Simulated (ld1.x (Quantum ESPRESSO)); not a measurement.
Configuration tests for copper (PAW)

```
Element                 : Cu (Z = 29)
Generator               : ld1.x (Quantum ESPRESSO) 7.5
Type                    : PAW
Functional              : LDA (PZ)
Relativity              : fully relativistic
Frozen core             : [Ne] 3s2
Valence charge          : 17
Reference configuration : 3p6 3d10 4s1 4p0
Partial waves           : 4s (bound): rcut 1.65, rcutus 2.05 bohr; 4s channel at 0.35 Ry: rcut 1.65, rcutus 2.05 bohr; 3p (bound): rcut 1.05, rcutus 1.15 bohr; 4p (bound, empty): rcut 1.05, rcutus 1.15 bohr; 3d (bound): rcut 0.80, rcutus 0.85 bohr; 3d channel at 0.25 Ry: rcut 0.80, rcutus 0.85 bohr
Local potential         : all-electron potential smoothed inside 1.80 bohr (lloc = -1)
Core correction         : a·sin(br)/r model core inside 0.85 bohr
Augmentation charge     : GAUSS, radius 0.65 bohr
```

Open shells are filled in proportion to 2j + 1 (rel_dist='average').

Energies are relative to the spin-unpolarised reference configuration 3p6 3d10 4s1 4p0; without spin polarisation the order of configurations can differ from experiment.

Task: Give the all-electron excitation energy and the error of the potential for: 3p6 3d10 4s0 4p0; 3p6 3d9 4s0 4p0; 3p6 3d8 4s0 4p0; 3p6 3d9 4s1 4p0; 3p6 3d10 4s0 4p1; 3p6 3d9 4s2 4p0; 3p6 3d7 4s0 4p0.

Result:

```tsv
valence configuration	charge	ΔE all-electron (eV)	error AE − PS (meV)
3p6 3d10 4s0 4p0	+1	8.435	+0.9
3p6 3d9 4s0 4p0	+2	30.123	-5.3
3p6 3d8 4s0 4p0	+3	69.486	-62
3p6 3d9 4s1 4p0	+1	11.903	-4.4
3p6 3d10 4s0 4p1	0	4.257	+0.9
3p6 3d9 4s2 4p0	0	2.004	-0.9
3p6 3d7 4s0 4p0	+4	129.516	-244
```

Levels in the configuration 3p6 3d10 4s0 4p0:

```tsv
level	all-electron (eV)	pseudo (eV)
3p j=1/2	-82.467	-82.465
3p j=3/2	-79.881	-79.879
3d j=3/2	-14.172	-14.170
3d j=5/2	-13.897	-13.895
```

The ghost test of this file was not conclusive.
